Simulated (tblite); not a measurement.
Species: C9H11P.
Cartesian coordinates in Å at the GFN2-xTB level; atoms count from 1:
```
atom  x, y, z in Å
C1     1.4942   -1.5541    0.5108
C2     1.2596   -0.0747    0.4097
C3     2.1865    0.7854    0.9672
P4     2.1360    2.5167    0.9674
C5     0.6684    2.7576    0.0821
C6    -0.1369    1.7502   -0.4021
C7     0.1113    0.3917   -0.2457
C8    -0.8500   -0.6011   -0.8015
C9    -2.3205   -0.3252   -0.8790
C10   -1.8041   -1.3180    0.1159
H11    1.5702   -1.9955   -0.4827
H12    0.6656   -2.0382    1.0251
H13    2.4132   -1.7649    1.0518
H14    3.0444    0.3452    1.4633
H15    0.3730    3.7833   -0.1006
H16   -1.0248    2.0356   -0.9522
H17   -0.4320   -1.2010   -1.6048
H18   -2.6953    0.6118   -0.4965
H19   -2.8643   -0.6899   -1.7377
H20   -1.9915   -2.3686   -0.0477
H21   -1.8120   -1.0294    1.1566
```

Computed with GFN2-xTB (tblite): harmonic, unscaled wavenumbers at the GFN2-xTB geometry, gas phase. This tight-binding method is rough: wavenumbers can miss measured ones by several per cent, in bad cases by 10 to 20. One conformer, not necessarily the lowest.

Harmonic wavenumbers (cm⁻¹): 67.2, 87.9, 142.1, 177.8, 188.0, 251.4, 319.6, 381.2, 394.5, 436.5, 454.1, 496.7, 630.0, 671.4, 722.5, 779.6, 811.2, 828.3, 843.2, 867.0, 912.6, 917.4, 979.8, 986.2, 1023.0, 1031.1, 1050.3, 1073.5, 1082.6, 1099.3, 1118.6, 1159.1, 1193.7, 1222.8, 1246.0, 1274.7, 1345.3, 1373.4, 1404.9, 1421.3, 1438.7, 1478.2, 1481.6, 1485.2, 1492.3, 1560.5, 3002.7, 3003.9, 3022.5, 3026.5, 3038.3, 3043.9, 3051.6, 3084.2, 3085.5, 3090.7, 3106.9.

A = 2195, B = 839.4, C = 637.5 MHz; mass 150.060 u (most abundant isotopes); point group C1, symmetry number 1.

Task: Zero-point energy?

Result: Half the sum of the wavenumbers: 37479 cm⁻¹ = 448.35 kJ/mol.

Task: Give the ideal-gas entropy at 500 K and 1 bar in the rigid-rotor, harmonic-oscillator model (classical rotation).

Result: Translation 182.10, rotation 131.94, vibration 199.84: S = 513.9 J/(mol K).

Task: And Cp and H(500 K) − H(0)?

Result: Cp = 258.44 J/(mol K), of which vibrations give 225.18 (their classical limit is 57 R = 473.9); H(500 K) − H(0) = 71.31 kJ/mol without the zero-point energy, 54.68 from vibrations.

Task: Which modes carry the vibrational entropy at 500 K?

Result: 67.2 cm⁻¹: 21.99; 87.9 cm⁻¹: 19.77; 142.1 cm⁻¹: 15.81; 177.8 cm⁻¹: 13.98; 188.0 cm⁻¹: 13.52; 251.4 cm⁻¹: 11.19 J/(mol K); the other 51 give 103.59 together.

Task: What must be added to the electronic energy to get the Gibbs energy at 500 K and 1 bar?

Result: ZPE + [H(500 K) − H(0)] − T·S = 448.35 + 71.31 − 256.94 = 262.72 kJ/mol.

Task: Blend soft modes into free rotors: weight 1/[1 + (100 cm⁻¹/ν̃)⁴] for the oscillator and the rest for a rotor with moment μB/(μ + B), μ = h/(8π²ν), B = 10⁻⁴⁴ kg m². What vibrational entropy results?

Result: 190.45 J/(mol K) in place of 199.84, which changes −T·S at 500 K by +4.69 kJ/mol.

Task: How do the functions run with temperature in this model?

Result: 
```csv
T (K),S (J/(mol K)),Cp (J/(mol K)),H − H(0) (kJ/mol),G − H(0) (kJ/mol),ln q(vib)
50,245.3,49.7,1.94,-10.32,0.27
100,286.9,72.3,5.01,-23.68,1.15
298.15,405.3,164.8,28.11,-92.74,5.71
373.15,446.5,202.8,41.91,-124.69,7.59
750,634.2,333.8,146.13,-329.52,17.45
1000,737.2,381.3,235.93,-501.27,23.75
```

q(vib) and H(0) count from the zero-point level.

Hindered rotation and anharmonicity are outside this model. Other conformers, if any are populated, would add a mixing term that is left out. The structure is chiral; the term R ln 2 for an equal mix with its mirror image is left out.
